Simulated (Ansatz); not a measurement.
Ge(OAc)2H2 (C₄H₈GeO₄). Total charge 0; singlet. Geometry r2SCAN-D4/def2-SVP, basis def2-TZVP, Ansatz.

```csv
atom,x (Å),y (Å),z (Å)
Ge1,0.4059,0.4268,0.6645
O2,0.9614,-0.2154,-0.9831
C3,2.2531,0.0695,-1.1023
C4,2.8721,-0.3789,-2.3912
O5,2.8439,0.6549,-0.2053
H6,3.9405,-0.1360,-2.4025
H7,2.3611,0.1134,-3.2326
H8,2.7221,-1.4616,-2.5165
O9,-1.3271,-0.1679,0.3844
C10,-2.0349,0.1589,1.4596
C11,-3.4742,-0.2546,1.4054
O12,-1.5077,0.7478,2.3931
H13,-3.9943,0.0647,2.3155
H14,-3.5371,-1.3476,1.2939
H15,-3.9509,0.1846,0.5163
H16,0.4219,1.9446,0.6375
H17,1.0444,-0.4034,1.7634
```

```tsv
run	HOMO (eV)	LUMO (eV)
A	-6.55	-1.18
B	-6.89	-0.91
C	-7.94	-0.34
D	-8.19	-0.05
```

B3LYP takes the VWN-RPA correlation.

The runs used B3LYP, PBE, PBE0, r2SCAN. Estimate which is which.

A PBE (0 % exact exchange); B r2SCAN (0 % exact exchange); C B3LYP (20 % exact exchange); D PBE0 (25 % exact exchange). Exact exchange lowers occupied and raises empty levels; among semilocal functionals meta-GGAs tend to open the gap a little, and such runs are hard to tell apart. The gap grows from 5.37 eV (PBE) to 8.15 eV (PBE0).
